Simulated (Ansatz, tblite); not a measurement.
Forces on HgI₂⁺ at its PBE0-D4/def2-TZVP geometry. Total charge 1; doublet.

In the def2 sets Hg, I take a core potential; there is no spin–orbit coupling. The xTB rows come from tblite. HSE06 is defined as in plane-wave codes, on full-range PBE exchange. The structure comes from a short search, and lower isomers may exist.

GFN1-xTB (tblite), largest force 1.34 eV/Å:

```xyz
3
positions Å, forces eV/Å
Hg    0.000    0.000    0.000    0.000    0.000    0.000
I    -1.081   -0.664    2.241   -0.565   -0.347    1.170
I     1.081    0.664   -2.241    0.565    0.347   -1.170
```

GFN2-xTB (tblite), largest force 0.79 eV/Å:

```
Hg 0.000 0.000 0.000
I -0.333 -0.204 0.690
I 0.333 0.204 -0.690
```

HSE06-D4/def2-TZVP (Ansatz), largest force 0.03 eV/Å:

```
Hg 0.000 0.000 0.000
I -0.011 -0.006 0.022
I 0.011 0.006 -0.022
```
